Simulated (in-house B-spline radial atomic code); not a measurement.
Configurations of Cs³⁺, with energies counted from [Kr] 4d10 5s2 5p4. Method: Dirac-Hartree-Fock, average of configuration, Fermi nucleus of rms radius 4.8041 fm. Calculated with an all-electron radial atomic-structure program (B-spline basis). Energies include first-order Breit, QED and recoil terms.

Occupations are held fixed; configurations that lie above the ionisation limit could autoionise.

```
                    configuration  E - E(ref) (eV)  highest orbital  its <r> (bohr)
            [Kr] 4d10 5s2 5p3 6d1           30.912            6d5/2           5.562
            [Kr] 4d10 5s2 5p3 7f1           38.641            7f7/2           13.04
            [Kr] 4d10 5s2 5p3 8f1           40.074            8f7/2            18.1
            [Kr] 4d10 5s2 5p3 9f1            41.02            9f7/2            23.9
             [Kr] 4d9 5s2 5p4 7s1           100.98            7s1/2            6.37
             [Kr] 4d9 5s2 5p4 8s1           105.65            8s1/2           9.847
             [Kr] 4d9 5s2 5p4 8g1           110.59            8g7/2           21.33
    [Ar] 3d9 4s2 4p6 4d10 5s2 5p5           722.86            5p3/2           1.877
[Ar] 3d9 4s2 4p6 4d10 5s2 5p4 9g1            766.9            9g7/2           27.69
```

Question: Order these further configurations by energy, lowest first.
A. [Kr] 4d10 5s2 5p3 9s1
B. [Ar] 3d9 4s2 4p6 4d10 5s2 5p4 7g1
C. [Ar] 3d9 4s2 4p6 4d10 5s2 5p4 8s1
D. [Kr] 4d10 5s1 5p4 9d1
E. [Ar] 3d9 4s2 4p6 4d10 5s2 5p4 8g1

Answer: A (38.452 eV), D (56.185 eV), C (761.21 eV), B (765.13 eV), E (766.18 eV).

Question: How far above the reference does [Kr] 4d10 5s1 5p5 lie?

Answer: 16.602 eV; its least bound orbital is 5p3/2 with <r> = 1.951 bohr.

Question: How far above the reference does [Kr] 4d10 5s1 5p4 7f1 lie?

Answer: 54.9 eV; its least bound orbital is 7f7/2 with <r> = 12.96 bohr.

Question: How far above the reference does [Kr] 4d10 5s1 5p4 7g1 lie?

Answer: 56.056 eV; its least bound orbital is 7g7/2 with <r> = 15.73 bohr.
